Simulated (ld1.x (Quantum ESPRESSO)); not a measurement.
calcium (Ca): PAW pseudisation with LDA (PZ), scalar-relativistic reference atom.

* Element: Ca
* Generator: ld1.x (Quantum ESPRESSO) 7.5
* Type: PAW
* Functional: LDA (PZ)
* Relativity: scalar-relativistic
* Frozen core: [Ne]
* Valence charge: 10
* Reference configuration: 3s2 3p6 3d0 4s1 4p0 (charge +1)
* Partial waves: 3s (bound): rcut 1.34, rcutus 1.50 bohr; 4s (bound): rcut 1.34, rcutus 1.50 bohr; 3p (bound): rcut 1.60, rcutus 1.84 bohr; 4p (bound, empty): rcut 1.60, rcutus 1.84 bohr; 3d (bound, empty): rcut 2.36, rcutus 2.60 bohr; 3d channel at -0.3 Ry: rcut 2.36, rcutus 2.60 bohr
* Local potential: all-electron potential smoothed inside 2.26 bohr (lloc = -1)
* Core correction: a·sin(br)/r model core inside 1.00 bohr
* Augmentation charge: BESSEL, radius 1.18 bohr

* Cutoffs needed: 25 Ry and 40 Ry (the cutoffs (Ry, on a coarse ladder) from which the occupation-weighted sum of valence levels, in a spherical-Bessel basis at the reference potential, stays within 10 and 1 mRy of its value at 400 Ry)
* Ghost test: no extra level below or beside the all-electron valence levels (s, p, d, f tested) (spherical-Bessel basis up to 400 Ry, 20 bohr box)
* Largest excitation error: -9.8 meV (all-electron minus pseudo) for 3s2 3p5 3d0 4s2 4p0, out of 7 test configurations
* Lowest eigenvalue of the overlap operator: 0.18 (s channel)
